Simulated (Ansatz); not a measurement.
Relaxed structures of AlBH₃OF, singlet (PBE0-D4/def2-TZVP; forces vanish, vibrations not checked; lower isomers may exist, and structures with a doubtful reference or unclear bonds are left out; Å). Ansatz 0.2.0; basis: def2-TZVPP; cores frozen in the correlated methods.

**Question.** Rank them by CCSD(T) energy, lowest first, and give each one's height above the lowest. Links in brackets join atoms within 1.22 times the sum of their covalent radii (1.1 for two metals). (Judge from chemistry; the value comes from the calculation.)
A.
AlBH₃OF ([BH][Al]([OH2])[F])
```
7
angstrom
B -1.2429 1.0318 0.0362
Al 0.4706 0.2840 -0.8512
O 1.1173 -1.3454 0.1396
F 0.7403 -0.5444 -2.2861
H 1.4434 -1.9903 -0.5031
H -1.3673 2.0541 0.6592
H 1.7543 -1.2624 0.8568
```
B.
AlBH₃OF ([OH][AlH][BH][F])
```
7
angstrom
B -0.1513 0.9497 -0.6101
Al 0.2864 -1.1499 -0.2429
O 1.7271 -1.5683 0.5571
F 0.7360 1.8581 -0.2200
H -0.6317 -2.3718 -0.6582
H -1.1341 1.4072 -1.1420
H 2.3619 -0.9185 0.8553
```
C.
AlBH₃OF ([BH2][Al]([OH])[F])
```
7
angstrom
B -1.2797 0.8515 0.0796
Al 0.4440 -0.2938 -0.3377
O 1.3756 -0.9179 0.9243
F 0.8970 -0.5893 -1.9024
H -2.3620 0.3550 0.2015
H -1.2404 2.0411 0.2071
H 2.1657 -1.4466 0.8275
```

**Answer.** Computed: C (0.0 kJ/mol), B (65.3 kJ/mol), A (334.7 kJ/mol). Heights count from the lowest.

The T1 diagnostic stays at or below 0.018. The restricted Hartree–Fock reference is unstable towards an unrestricted one at one or more of these structures.

For scale, one of the runs: CCSD(T)/def2-TZVPP, 177 basis functions, launched by `ansatz run in.yaml --threads 2 --pin off --events-out ev --progress --plain --max-ram 4352MiB`. The run took 49 s on 2 CPU threads of an Arm Neoverse V2 (shared host), with 1.6 GiB of host memory at its peak.
